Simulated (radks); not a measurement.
Task: The mean radii <r> (bohr) of the occupied orbitals of an atom or ion are listed with their occupations. Calculated with a radial shooting solver on a logarithmic mesh with Libxc functionals: scalar-relativistic Kohn-Sham, r2SCAN, spin-polarised, spherical densities, finite nucleus; meta-GGA in the generalised Kohn-Sham scheme; Fermi nuclear charge, rms radius of each element as measured or else 0.836 A^(1/3) + 0.57 fm.

| orbital | occ. | <r> |
|---|---|---|
| 1s up | 1 | 0.03917 |
| 1s down | 1 | 0.03917 |
| 2s up | 1 | 0.1723 |
| 2s down | 1 | 0.1723 |
| 2p up | 3 | 0.1504 |
| 2p down | 3 | 0.1504 |
| 3s up | 1 | 0.4907 |
| 3s down | 1 | 0.4907 |
| 3p up | 3 | 0.4975 |
| 3p down | 3 | 0.4974 |
| 3d up | 5 | 0.4977 |
| 3d down | 5 | 0.4971 |
| 4s up | 1 | 1.329 |
| 4s down | 1 | 1.331 |
| 4p up | 3 | 1.487 |
| 4p down | 2 | 1.493 |

Name the element and its charge. Open shells, if any, are filled with parallel spins first.

Result: Z = 38, strontium, charge +3: Sr3+ in [Ar] 3d10 4s2 4p5. The 1s radius gives Z: for a bare nucleus <r> = (2 gamma + 1)/(2Z) with gamma = sqrt(1 - (Z/c)^2), 0.03844 bohr for Z = 38, and screening makes it slightly larger (0.03917 here). The occupations add up to 35, and the charge is Z minus that.
